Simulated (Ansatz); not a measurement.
Consider the formal exchange of groups at the Se–Ge bond: `B[CH2][GeH2][SeH]` + `[SeH][SiH2][SeH]` → `[SeH][SiH]([SeH])[SeH]` + `B[CH2][GeH3]`.

Program: Ansatz. Geometries: PBE0-D4/def2-TZVP. ΔE: electronic, gas phase. CCSD(T)/CBS adds triple-zeta CCSD(T) − MP2 to the extrapolated MP2 energy (def2 sets, frozen cores). Functionals use def2-TZVPP. For Ge, Se outer-core shells are correlated without core-valence functions, which leaves a few kJ/mol of doubt a bond. Scalar relativity is left out up to krypton. Each species was taken in one conformer, which may not be the lowest.

`B[CH2][GeH2][SeH]`:

Z-matrix (Å, degrees):
```
C
Ge 1 1.982
B 1 1.531 2 103.8
H 1 1.093 2 103.0 3 121.3
H 1 1.092 2 104.6 3 -122.6
Se 2 2.360 1 106.9 3 54.3
H 2 1.539 1 109.0 3 172.9
H 2 1.538 1 110.9 3 -66.0
H 3 1.198 1 120.6 2 -90.4
H 3 1.198 1 120.5 2 85.4
H 6 1.469 2 92.9 1 172.8
```

`[SeH][SiH2][SeH]`:

Z-matrix (Å, degrees):
```
Si
Se 1 2.274
Se 1 2.274 2 114.3
H 1 1.483 2 112.6 3 117.8
H 1 1.483 2 103.5 3 -122.8
H 2 1.469 1 92.9 3 -55.4
H 3 1.469 1 92.9 2 -55.5
```

`[SeH][SiH]([SeH])[SeH]`:

Z-matrix (Å, degrees):
```
Si
Se 1 2.273
Se 1 2.272 2 106.2
Se 1 2.270 2 115.4 3 -119.5
H 1 1.482 2 110.6 3 123.0
H 2 1.471 1 92.8 3 -171.0
H 3 1.471 1 93.2 2 49.4
H 4 1.469 1 92.5 2 52.2
```

`B[CH2][GeH3]`:

Z-matrix (Å, degrees):
```
C
Ge 1 1.994
B 1 1.526 2 102.4
H 1 1.092 2 103.8 3 -121.8
H 1 1.092 2 104.0 3 121.9
H 2 1.537 1 107.1 3 -177.4
H 2 1.536 1 110.6 3 63.4
H 2 1.536 1 110.9 3 -58.2
H 3 1.199 1 120.6 2 88.2
H 3 1.199 1 120.6 2 -86.8
```

```
level  ΔE (kJ/mol)
  PBE         -7.3
 PBE0         -5.8
```

(1) What does CCSD(T)/CBS give? (Best estimate.)

Largest T1 diagnostic among the species: 0.011.

Results:

(1) Ansatz gave: -7.4 kJ/mol. The listed levels differ from it by 0.1, 1.6 kJ/mol.

The D4 term adds −3.9 kJ/mol with B3LYP and −1.9 kJ/mol with PBE0; it sums over pairs of atoms, weighted by their polarisabilities, and B3LYP, whose exchange is more repulsive, gets the larger term. In def2-TZVPP, CCSD(T) changes the Hartree–Fock value by −9.5 kJ/mol (the triples alone add −1.7 kJ/mol) and MP2 by −12.9 kJ/mol.

B3LYP here is the variant with VWN-RPA as its local correlation; programs differ in this.
